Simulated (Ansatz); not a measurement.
Program: Ansatz. Geometries: PBE0-D4/def2-TZVP. ΔE: electronic, gas phase. CBS: MP2 limit from def2 TZ/QZ plus the TZ coupled-cluster correction, frozen cores. Double bonds are as drawn, so ΔE can hold a change between cis and trans. DFT in def2-TZVPP. One conformer a species, not always the lowest.

`CO[SiH](S)Cl` + `C/N=C\CCl` → `CO[Si](S)(Cl)Cl` + `C/C=N/C`  (formal exchange of groups at the Si–H bond)

```
          species  ωB97M-V energy (Eh)
   `CO[SiH](S)Cl`          -1264.32062
      `C/N=C\CCl`           -632.82696
`CO[Si](S)(Cl)Cl`          -1723.98138
        `C/C=N/C`           -173.23844
```

**Question.** Work out ΔE.

**Answer.** ΔE = (-1723.98138) + (-173.23844) − (-1264.32062) − (-632.82696) = -0.07224 Eh = -1.97 eV. CCSD(T)/CBS gives -1.94 eV.

Largest T1 diagnostic among the species: 0.011.

The D4 term adds −0.05 eV with B3LYP and −0.03 eV with PBE0; it sums over pairs of atoms, weighted by their polarisabilities, and B3LYP, whose exchange is more repulsive, gets the larger term. From PBE to PBE0 (25 % exact exchange), in def2-TZVPP and without D4, ΔE moves by −0.05 eV.

B3LYP here is the variant with VWN-RPA as its local correlation; programs differ in this.
